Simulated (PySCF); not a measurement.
Compound: CH8SSi2Te.
Numbering: `[SiH3:1][CH2:2][S:3][SiH2:4][TeH:5]` (hydrogens: H6, H7, H8 on Si1; H9, H10 on C2; H11, H12 on Si4; H13 on Te5)

Method: PBE0-D3(BJ)/def2-SVP geometry optimisation, gas phase, def2 core potentials past Kr in PySCF; density fitting, grid level 1; the optimiser is geomeTRIC in internal coordinates, started from a GFN2-xTB structure with every atom displaced at random (about 0.01 Å).

Step 4: E = -35031.7415 eV
```
atom  x, y, z in Å  |  force x, y, z in eV/Å
Si1    -1.7802    0.7321   -0.0933    0.039  -0.044   0.058
C2     -0.9031   -0.5968    0.9318    0.029   0.013  -0.080
S3     -0.0319   -1.8756   -0.0516    0.002  -0.041   0.034
Si4     1.5410   -0.8052   -1.0294   -0.116   0.051  -0.058
Te5     2.9239    0.3859    0.6929    0.010  -0.042   0.012
H6     -0.7816    1.5701   -0.8169    0.005   0.012  -0.010
H7     -2.6887    0.0765   -1.0775   -0.021   0.012  -0.006
H8     -2.5665    1.6054    0.8309   -0.023   0.013  -0.014
H9     -0.2133   -0.1466    1.6631    0.000   0.014   0.010
H10    -1.6569   -1.1608    1.5023    0.002  -0.013   0.027
H11     2.3004   -1.8555   -1.7621    0.001  -0.058   0.035
H12     1.0230    0.1950   -2.0095    0.092   0.036  -0.002
H13     3.5237    1.4258   -0.4595   -0.019   0.046  -0.007
```

Step 5: E = -35031.7624 eV
```
atom  x, y, z in Å  |  force x, y, z in eV/Å
Si1    -1.8203    0.7318   -0.1204    0.037  -0.070   0.075
C2     -0.8437   -0.5401    0.8885    0.011  -0.071  -0.178
S3     -0.0574   -1.8648   -0.1109   -0.027   0.002   0.026
Si4     1.5973   -0.8691   -1.0262   -0.204   0.074  -0.130
Te5     3.0969    0.1524    0.7029    0.040   0.050  -0.003
H6     -0.9206    1.5293   -1.0020    0.035  -0.011  -0.020
H7     -2.8298    0.0191   -0.9552   -0.031   0.026  -0.004
H8     -2.4979    1.6657    0.8317   -0.039   0.002  -0.023
H9     -0.0892   -0.0578    1.5291    0.025   0.003   0.059
H10    -1.5461   -1.0819    1.5403    0.027   0.036   0.084
H11     2.2553   -1.9277   -1.8408    0.031  -0.055   0.069
H12     1.1533    0.2372   -1.9253    0.094   0.037   0.009
H13     3.1921    1.5564   -0.1905    0.001  -0.022   0.037
```

Step 6: E = -35031.7730 eV
```
atom  x, y, z in Å  |  force x, y, z in eV/Å
Si1    -1.8454    0.7265   -0.1273    0.029  -0.034   0.041
C2     -0.8108   -0.5128    0.8616   -0.011  -0.070  -0.107
S3     -0.0757   -1.8528   -0.1533   -0.023   0.042  -0.014
Si4     1.6113   -0.8848   -1.0398   -0.126   0.051  -0.091
Te5     3.1480    0.0719    0.6994    0.027   0.027   0.005
H6     -0.9985    1.4858   -1.0927    0.034  -0.023  -0.017
H7     -2.9099   -0.0053   -0.8731   -0.020   0.018   0.003
H8     -2.4634    1.7011    0.8256   -0.028  -0.006  -0.018
H9     -0.0196   -0.0161    1.4470    0.002  -0.002   0.044
H10    -1.4727   -1.0363    1.5687    0.038   0.031   0.072
H11     2.2452   -1.9577   -1.8557    0.038  -0.026   0.059
H12     1.2315    0.2595   -1.9198    0.034   0.011   0.004
H13     3.0497    1.5713   -0.0195    0.004  -0.020   0.018
```

Q: Estimate the geometry and energy of step 7. (The exact step hangs on the optimiser's Hessian estimate; all steps are aligned on step 6, rigid shifts and turns removed.)

A: E = -35031.7809 eV, largest force 0.061 eV/Å
```
atom  x, y, z in Å  |  force x, y, z in eV/Å
Si1    -1.8555    0.7218   -0.1248    0.001   0.025  -0.015
C2     -0.7839   -0.5008    0.8391   -0.030  -0.019   0.049
S3     -0.1047   -1.8395   -0.2090   -0.006   0.052  -0.030
Si4     1.6077   -0.8866   -1.0632    0.030  -0.013  -0.009
Te5     3.1524    0.0321    0.6978   -0.004  -0.016  -0.003
H6     -1.0372    1.4216   -1.1602    0.006  -0.020   0.002
H7     -2.9748   -0.0055   -0.7915    0.002  -0.001   0.004
H8     -2.4159    1.7432    0.8150   -0.002  -0.003  -0.006
H9      0.0414   -0.0007    1.3756   -0.017   0.006   0.001
H10    -1.3998   -1.0040    1.6012    0.024  -0.012   0.004
H11     2.2541   -1.9821   -1.8391    0.021   0.015   0.015
H12     1.2971    0.2744   -1.9475   -0.030  -0.020  -0.011
H13     2.9090    1.5763    0.1277    0.003   0.006  -0.002
```

The energy changes by -0.0079 eV. The first-order estimate −F·Δx gives -0.0154 eV and the mean of the old and new forces, exact on a quadratic surface, -0.0076 eV. The step makes an angle of 79° with the force vector and moves no atom by more than 0.204 Å.

The cost below is that of the whole optimisation. Hardware: one thread of an Arm Neoverse N1, shared host. Cost: 3.0 min, 0.53 GiB resident at most.
